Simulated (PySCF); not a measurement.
C₅H₁₄GeO.
Structure used (PBE0-D3(BJ)/def2-SVP), in Å, numbered top down from 1:
```xyz
21
C5H14GeO angstrom
C      3.1415   -1.0214   -0.0710
O      1.7695   -0.8882    0.1459
Ge     0.9131    0.6245   -0.2777
C     -0.9618    0.2522    0.1792
C     -1.8023    1.4924   -0.1200
C     -1.0252   -0.0987    1.6657
C     -1.4269   -0.9336   -0.6663
H      3.7398   -0.3007    0.5211
H      3.4213   -0.8911   -1.1355
H      3.4517   -2.0354    0.2306
H      1.5197    1.7817    0.5548
H      1.1250    0.8958   -1.7883
H     -1.4769    2.3638    0.4712
H     -2.8618    1.3046    0.1294
H     -1.7622    1.7714   -1.1856
H     -2.0610   -0.3520    1.9542
H     -0.7021    0.7432    2.2990
H     -0.3850   -0.9629    1.8997
H     -2.4689   -1.1980   -0.4128
H     -1.3964   -0.7050   -1.7439
H     -0.7985   -1.8202   -0.4907
```

Computed, not measured: PBE0-D3(BJ)/def2-SVP geometry optimisation, gas phase in PySCF.

Take the most abundant isotopes and a rigid rotor. The values belong to one conformer with, in the numbering `[CH3:1][O:2][GeH2:3][C:4]([CH3:5])([CH3:6])[CH3:7]`, C1–O2–Ge3–C4 178°.

Q: What are A, B and C (MHz)?

A: Ia = 163.93, Ib = 434.07, Ic = 477.25 u·Å²; 505379 MHz·u·Å²/I gives A = 3083, B = 1164, C = 1059 MHz.

Q: Classify the top.

A: An asymmetric top; Ray's κ = -0.896.

Q: Is it planar, by Δ = Ic − Ia − Ib?

A: Not planar: Δ = Ic − Ia − Ib = -120.75 u·Å². For a rigid frame Δ = −2 Σ m c², so Σ m c² = 60.38 u·Å² lies off the ab plane: 22.59 from hydrogen and 37.78 from heavier atoms. The atom farthest from that plane is 2.18 Å away.

Q: Where do the levels up to J = 5 lie, in MHz?

A: Above 0(0,0):
J = 1: 1(0,1) 2223, 1(1,1) 4142, 1(1,0) 4247
J = 2: 2(0,2) 6665, 2(1,2) 8483, 2(1,1) 8799, 2(2,1) 14555, 2(2,0) 14559
J = 3: 3(0,3) 13318, 3(1,3) 14992, 3(1,2) 15624, 3(2,2) 21225, 3(2,1) 21246, 3(3,1) 31084, 3(3,0) 31084
J = 4: 4(0,4) 22169, 4(1,4) 23666, 4(1,3) 24719, 4(2,3) 30114, 4(2,2) 30177, 4(3,2) 39985, 4(3,1) 39986, 4(4,1) 53777, 4(4,0) 53777
J = 5: 5(0,5) 33203, 5(1,5) 34501, 5(1,4) 36078, 5(2,4) 41221, 5(2,3) 41366, 5(3,3) 51114, 5(3,2) 51117, 5(4,2) 64902, 5(4,1) 64902, 5(5,1) 82636, 5(5,0) 82636

Q: Predict some low-J microwave lines.

A: The dipole components are |μa| = 0.32 D, |μb| = 0.67 D, |μc| = 0.00 D; the mirror of this Cs structure is the ab plane, so μc vanishes by symmetry (the 0.03 D computed is a residue) and there are no c-type lines. The squared components, which scale the intensities, stand as 0.23 : 1.00 (a : b). Some lines, for components of 0.1 D or more:

```json
{"type": "a", "branch": "Q", "J(Ka,Kc)": "2(1,1) ← 2(1,2)", "MHz": "316", "lower level (cm⁻¹)": "0.283"}
{"type": "a", "branch": "Q", "J(Ka,Kc)": "3(1,2) ← 3(1,3)", "MHz": "632", "lower level (cm⁻¹)": "0.500"}
{"type": "b", "branch": "R", "J(Ka,Kc)": "4(1,3) ← 3(2,2)", "MHz": "3494", "lower level (cm⁻¹)": "0.708"}
{"type": "a", "branch": "R", "J(Ka,Kc)": "2(1,2) ← 1(1,1)", "MHz": "4341", "lower level (cm⁻¹)": "0.138"}
{"type": "b", "branch": "R", "J(Ka,Kc)": "3(0,3) ← 2(1,2)", "MHz": "4835", "lower level (cm⁻¹)": "0.283"}
{"type": "b", "branch": "Q", "J(Ka,Kc)": "4(2,2) ← 4(1,3)", "MHz": "5458", "lower level (cm⁻¹)": "0.825"}
{"type": "b", "branch": "Q", "J(Ka,Kc)": "4(2,3) ← 4(1,4)", "MHz": "6448", "lower level (cm⁻¹)": "0.789"}
{"type": "a", "branch": "R", "J(Ka,Kc)": "3(1,3) ← 2(1,2)", "MHz": "6509", "lower level (cm⁻¹)": "0.283"}
{"type": "a", "branch": "R", "J(Ka,Kc)": "3(0,3) ← 2(0,2)", "MHz": "6653", "lower level (cm⁻¹)": "0.222"}
{"type": "a", "branch": "R", "J(Ka,Kc)": "3(2,2) ← 2(2,1)", "MHz": "6670", "lower level (cm⁻¹)": "0.486"}
{"type": "a", "branch": "R", "J(Ka,Kc)": "4(1,4) ← 3(1,3)", "MHz": "8674", "lower level (cm⁻¹)": "0.500"}
{"type": "a", "branch": "R", "J(Ka,Kc)": "4(0,4) ← 3(0,3)", "MHz": "8851", "lower level (cm⁻¹)": "0.444"}
{"type": "a", "branch": "R", "J(Ka,Kc)": "4(2,3) ← 3(2,2)", "MHz": "8890", "lower level (cm⁻¹)": "0.708"}
{"type": "a", "branch": "R", "J(Ka,Kc)": "4(3,2) ← 3(3,1)", "MHz": "8901", "lower level (cm⁻¹)": "1.037"}
{"type": "b", "branch": "Q", "J(Ka,Kc)": "3(3,1) ← 3(2,2)", "MHz": "9859", "lower level (cm⁻¹)": "0.708"}
{"type": "b", "branch": "R", "J(Ka,Kc)": "2(2,1) ← 1(1,0)", "MHz": "10308", "lower level (cm⁻¹)": "0.142"}
{"type": "b", "branch": "R", "J(Ka,Kc)": "4(1,4) ← 3(0,3)", "MHz": "10348", "lower level (cm⁻¹)": "0.444"}
{"type": "b", "branch": "R", "J(Ka,Kc)": "3(2,1) ← 2(1,2)", "MHz": "12763", "lower level (cm⁻¹)": "0.283"}
{"type": "b", "branch": "Q", "J(Ka,Kc)": "4(4,1) ← 4(3,2)", "MHz": "13792", "lower level (cm⁻¹)": "1.334"}
{"type": "b", "branch": "R", "J(Ka,Kc)": "4(2,2) ← 3(1,3)", "MHz": "15185", "lower level (cm⁻¹)": "0.500"}
{"type": "b", "branch": "R", "J(Ka,Kc)": "3(3,1) ← 2(2,0)", "MHz": "16525", "lower level (cm⁻¹)": "0.486"}
{"type": "b", "branch": "R", "J(Ka,Kc)": "3(3,0) ← 2(2,1)", "MHz": "16529", "lower level (cm⁻¹)": "0.486"}
{"type": "b", "branch": "R", "J(Ka,Kc)": "4(4,0) ← 3(3,1)", "MHz": "22693", "lower level (cm⁻¹)": "1.037"}
```

PBE0-D3(BJ)/def2-SVP frequencies: not computed here. These are rigid-rotor constants of the computed structure; measured ground-state constants (B0) also hold zero-point vibration. A rigid rotor knows nothing of internal rotation, which can split or shift real lines.
